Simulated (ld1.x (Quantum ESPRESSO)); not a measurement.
**bismuth: one change to a TM potential, before and after**

bismuth (Bi), norm-conserving Troullier–Martins (Kleinman–Bylander form), made with ld1.x (Quantum ESPRESSO) 7.5 (PBE, scalar-relativistic). Core [Xe] 4f14, reference 5d10 6s1.75 6p3.25. Waves: 6s (bound): rc 2.00 bohr; 5d (bound): rc 1.30 bohr; 5f channel at 0.05 Ry: rc 2.15 bohr; 6p (bound): rc 1.90 bohr. Local part: the p channel. Core correction: a·sin(br)/r model core inside 1.00 bohr.

Change: functional LDA (PZ).

Cutoffs: the cutoffs (Ry, on a coarse ladder) from which the occupation-weighted sum of valence levels, in a spherical-Bessel basis at the reference potential, stays within 10 and 1 mRy of its value at 400 Ry; they do not see the model core or the augmentation charge, which bear on the density cutoff. Errors are all-electron minus pseudo energies relative to the spin-unpolarised reference configuration.

What does the change do?

The potential gets neither clearly harder nor softer (90 Ry and 110 Ry → 90 Ry and 110 Ry); both files keep a bound ghost (s); the number of tests with a reliable result goes from 7 to 9; of the 7 tests that both files solve, the error grows in 0 and shrinks in 2 by more than 15 % and 0.3 meV (median size 1.2 → 1.3 meV).

| quantity | base | changed |
| --- | --- | --- |
| cutoff, loose | 90 Ry | 90 Ry |
| cutoff, tight | 110 Ry | 110 Ry |
| bound ghosts | s | s |
| error for 5d10 6s2 6p3, meV [ΔE -2.49 → -2.51 eV] | +0.3 | +0.4 |
| error for 5d10 6s2 6p2, meV [ΔE 5.43 → 5.65 eV] | -2.4 | -2.3 |
| error for 5d10 6s2 6p1, meV [ΔE 20.67 → 21.21 eV] | -9.6 | -8.7 |
| error for 5d10 6s2 6p2.5, meV [ΔE 0.61 → 0.70 eV] | -1.1 | -1.0 |
| error for 5d10 6s0 6p5, meV [ΔE 18.01 → 18.21 eV] | -8.1 | -2.1 |
| error for 5d10 6s2 6p3.3, meV [ΔE -3.58 → -3.66 eV] | +1.2 | +1.3 |
| error for 5d10 6s1 6p3, meV [ΔE 16.24 → 16.54 eV] | -0.8 | +0.4 |
| s: phases at 2.34 bohr within 0.05 rad from the reference energy up to (Ry; the scan ends near 5) | 4.0 | 3.9 |
| p: phases at 2.34 bohr within 0.05 rad from the reference energy up to (Ry; the scan ends near 5) | 1.8 | 1.8 |
| d: phases at 2.34 bohr within 0.05 rad from the reference energy up to (Ry; the scan ends near 5) | 0.3 | 0.3 |
| f: phases at 2.34 bohr within 0.05 rad from the reference energy up to (Ry; the scan ends near 5) | 1.5 | 1.5 |

 A true bound ghost makes a file unfit for plane-wave use even where its test errors are small: the radial tests pick states by their node count and pass the ghost by.
